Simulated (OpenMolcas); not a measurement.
Ru3+: ligand-field states by method

Ru3+ with its 6 nearest fluoride ions at 2.056 Å, on the Y site of Cs2NaYF6 (a = 9.075 Å, distance in the model lattice 2.178 Å). The rest of the host is ab initio model potentials to 7.6 Å, with orthogonalisation functions on the cations behind the ligands, and point charges beyond; the distance is set by hand and nothing relaxes. Ligand basis ANO-RCC-VDZP.

| Item | Value |
| --- | --- |
| Program | OpenMolcas |
| Basis | ANO-RCC-VTZP [7s6p4d2f1g] |
| Scalar Hamiltonian | DKH2, point nucleus |
| Active space | 5 electrons in 5 orbitals (4d) |
| State averaging | 2S+1 = 6 even, 1 root; 2S+1 = 4 even, 24 roots; 2S+1 = 2 even, 75 roots |
| Spin-orbit coupling | RASSI with atomic mean-field integrals over the reference wave functions |

I. CASSCF
II. SS-CASPT2, IPEA 0.25 Eh, imaginary shift 0.1 Eh (closed shells correlated: 4s 4p and the ligand valence shells)
III. SS-CASPT2, IPEA 0.25 Eh, imaginary shift 0.1 Eh (closed shells correlated: the ligand valence shells only)

Spin-free states (labels of O, the rotations of Oh) in cm-1, each column counted from its own energy of the first state listed:

```json
{"State": "6A1", "Degeneracy": "1", "I": "0", "II": "0", "III": "0"}
{"State": "2T2", "Degeneracy": "3", "I": "2408", "II": "-9460", "III": "-8870"}
{"State": "4T1", "Degeneracy": "3", "I": "7314", "II": "60", "III": "440"}
{"State": "4T2", "Degeneracy": "3", "I": "12995", "II": "4130", "III": "5060"}
{"State": "2T1", "Degeneracy": "3", "I": "18665", "II": "7990", "III": "9570"}
{"State": "2A2", "Degeneracy": "1", "I": "18765", "II": "7280", "III": "8880"}
{"State": "2T2", "Degeneracy": "3", "I": "20877", "II": "9930", "III": "11440"}
{"State": "2E", "Degeneracy": "2", "I": "22685", "II": "10780", "III": "12190"}
{"State": "4A1", "Degeneracy": "1", "I": "24186", "II": "17970", "III": "19420"}
{"State": "4E", "Degeneracy": "2", "I": "24634", "II": "17960", "III": "19510"}
{"State": "4T2", "Degeneracy": "3", "I": "27488", "II": "19790", "III": "21360"}
{"State": "2T1", "Degeneracy": "3", "I": "27789", "II": "14870", "III": "16590"}
{"State": "4E", "Degeneracy": "2", "I": "30207", "II": "21650", "III": "23010"}
{"State": "2T2", "Degeneracy": "3", "I": "30285", "II": "16530", "III": "18370"}
{"State": "2A1", "Degeneracy": "1", "I": "31864", "II": "18700", "III": "21070"}
{"State": "2E", "Degeneracy": "2", "I": "34181", "II": "22950", "III": "24500"}
{"State": "2A1", "Degeneracy": "1", "I": "36221", "II": "25080", "III": "27410"}
{"State": "2T2", "Degeneracy": "3", "I": "37199", "II": "27210", "III": "29090"}
{"State": "4T1", "Degeneracy": "3", "I": "37800", "II": "29250", "III": "29910"}
{"State": "4A2", "Degeneracy": "1", "I": "40409", "II": "29420", "III": "30570"}
```

II puts a state of multiplicity 2 lowest, 9500 cm-1 below that state. III puts a state of multiplicity 2 lowest, 8900 cm-1 below that state.

From I to II, I's first state of another spin (2T2) moves from 2408 to -9460 cm-1, by about -12000 cm-1.

I: A least-squares ligand-field fit to the states below 45000 cm-1, each weighted by its degeneracy and with a free common offset, gives 10Dq = 19994 cm-1, B = 794 cm-1 and C = 3254 cm-1 (C/B = 4.10), with an rms deviation of 199 cm-1. The same method and metal basis give the free ion B = 912 cm-1 (fit to its terms below 60000 cm-1, rms deviation 26 cm-1), so the nephelauxetic ratio is β = 794 / 912 = 0.87; it hangs on how both fits weigh the states, and computed free-ion B values tend to be too large, so β mixes covalency with correlation.

II: A least-squares ligand-field fit to the states below 45000 cm-1, each weighted by its degeneracy and with a free common offset, gives 10Dq = 20532 cm-1, B = 575 cm-1 and C = 2410 cm-1 (C/B = 4.19), with an rms deviation of 487 cm-1. The same method and metal basis give the free ion B = 705 cm-1 (fit to its terms below 60000 cm-1, rms deviation 493 cm-1), so the nephelauxetic ratio is β = 575 / 705 = 0.82; it hangs on how both fits weigh the states, and computed free-ion B values tend to be too large, so β mixes covalency with correlation.

III: A least-squares ligand-field fit to the states below 45000 cm-1, each weighted by its degeneracy and with a free common offset, gives 10Dq = 21013 cm-1, B = 611 cm-1 and C = 2543 cm-1 (C/B = 4.16), with an rms deviation of 330 cm-1. 

From I to II, 10Dq changes by +3 %, B by -28 % and C by -26 %.

χT at 300 K: I 4.00, II 0.66, III 0.66 cm3 K/mol.

Roots that are degenerate in the reference are averaged as groups; the widest CASPT2 spread within a group is 680 cm-1 (the 3-fold group of multiplicity 4 near 54400 cm-1 above the lowest state of its run, II). Shifts and gaps below about the spread of the groups concerned are not significant. Over all roots computed the reference weight is 0.70 to 0.72 in II, 0.73 to 0.74 in III; a low but even weight reflects the number of correlated electrons. Ligand-to-metal charge-transfer states are missing. With no ligand orbital active B as a rule stays too high, so bands that hang on it stand too high and its fall with covalency is understated. Without dynamic correlation the repulsion within the d shell is too large (B by tens of per cent), so at a given field states of lower spin stand too high (holds for I). This shell can be high or low spin here, a state of another spin lies low, and with metal d orbitals alone active their balance is uncertain, so the ground spin may be wrong (holds for I). With metal d orbitals alone the field can be off either way by tens of per cent (holds for I). An orbital triplet at a regular site is open to Jahn-Teller coupling, which can distort the site and quench the lowest spin-orbit gaps and is left out (holds for II; III). This shell can be high or low spin here, a state of another spin lies low, and with metal d orbitals alone active their balance is uncertain, so the ground spin may be wrong, although the usual error favours high spin (holds for II; III). With one d shell and no ligand orbital active, 10Dq can be off by a tenth or more (holds for II; III). No measured value stands beside these numbers; the geometry was set by hand and not optimised.
